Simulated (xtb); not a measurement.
BF3 (SMILES FB(F)F), singlet, at a GFN2-xTB geometry, atoms displaced at random by about 0.02 Å a coordinate. Base run: GFN1-xTB in xtb 6.7.1.

Here is a job for xtb.
```
$ xtb mol.xyz --gfn 1 --opt --json

# file mol.xyz
4

B     -0.00561143     0.03241528    -0.01123868
F     -0.01655165     1.31480651     0.00452028
F      1.14736416    -0.64909435    -0.01140093
F     -1.13382416    -0.65440399     0.01345771
```

Each row names what was changed in the base input (with any setting that the change needs).

```json
[
 {"change": "base", "ΔE vs base (µEh)": "0.0", "optimiser steps": "6"},
 {"change": "opt level = sloppy", "ΔE vs base (µEh)": "9.6", "optimiser steps": "4"},
 {"change": "opt level = lax", "ΔE vs base (µEh)": "9.6", "optimiser steps": "4"},
 {"change": "alpb = water", "ΔE vs base (µEh)": "[?]", "optimiser steps": "6"},
 {"change": "alpb = dmf", "ΔE vs base (µEh)": "1020", "optimiser steps": "6"},
 {"change": "opt level = extreme", "ΔE vs base (µEh)": "-1.0", "optimiser steps": "22"},
 {"change": "opt level = crude", "ΔE vs base (µEh)": "24.0", "optimiser steps": "3"},
 {"change": "opt level = tight", "ΔE vs base (µEh)": "-0.1", "optimiser steps": "7"},
 {"change": "opt level = vtight", "ΔE vs base (µEh)": "-0.1", "optimiser steps": "7"},
 {"change": "engine = lbfgs", "ΔE vs base (µEh)": "-30.2", "optimiser steps": "-"}
]
```

Problem. Complete the blanks.

Solution. 
- alpb = water, ΔE vs base (µEh): 5794
